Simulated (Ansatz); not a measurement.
Coupled-cluster diagnostics for [MoO3Cl]- (MoClO₃⁻), Ansatz.

Geometry of the singlet (r2SCAN-D4/def2-SVPD):

```xyz
5

Mo   -0.036    0.057    0.110
O     1.354    0.693    0.913
O    -1.139    1.339   -0.238
O    -0.807   -1.107    1.126
Cl    0.629   -0.982   -1.911
```

In the def2 sets Mo takes a core potential; there is no spin–orbit coupling. Correlated methods freeze 8 core orbitals; core or outer-core shells of Mo are correlated, in sets that lack core-valence functions.

Problem. Estimate the CCSD(T) correlation energy, the shares of MP2 and (T), T1 and the reference's ⟨S²⟩ for: charge -1, singlet, own geometry in def2-TZVPD; and the rough time on 4 threads of Arm Neoverse V1 on a shared host.

Solution. 
```json
{"state": "charge -1, singlet, own geometry", "basis": "def2-TZVPD", "correlation (eV)": "-40.284", "MP2 share (%)": "100.7", "(T) share (%)": "6.3", "T1": "0.024", "⟨S²⟩ (pure)": "0.00 (0.00)", "wall time": "57 s"}
```
Customary marks for T1 are 0.02 (closed shells), 0.045 (open shells) and about 0.05 (3d metals). T1 exceeds 0.02 in 1 of 1 rows and 0.045 in 0; the higher it lies, the less the single-reference result can be trusted.
